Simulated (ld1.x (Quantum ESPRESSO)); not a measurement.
**helium (He): TM pseudisation with PBEsol, scalar-relativistic reference atom.**

He, norm-conserving Troullier–Martins (Kleinman–Bylander form), made with ld1.x (Quantum ESPRESSO) 7.5 (PBEsol, scalar-relativistic). Core none, reference 1s2. Waves: 2p channel at 2.64 Ry: rc 0.70 bohr; 1s (bound): rc 0.70 bohr. Local part: the s channel. Core correction: none.

- Cutoffs needed: 110 Ry and 180 Ry (the cutoffs (Ry, on a coarse ladder) from which the occupation-weighted sum of valence levels, in a spherical-Bessel basis at the reference potential, stays within 10 and 1 mRy of its value at 400 Ry)
- Ghost test: no extra level below or beside the all-electron valence levels (p, s, d, f tested) (spherical-Bessel basis up to 400 Ry, 20 bohr box)
- Largest excitation error: +9.6 meV (all-electron minus pseudo) for 1s1, out of 2 test configurations
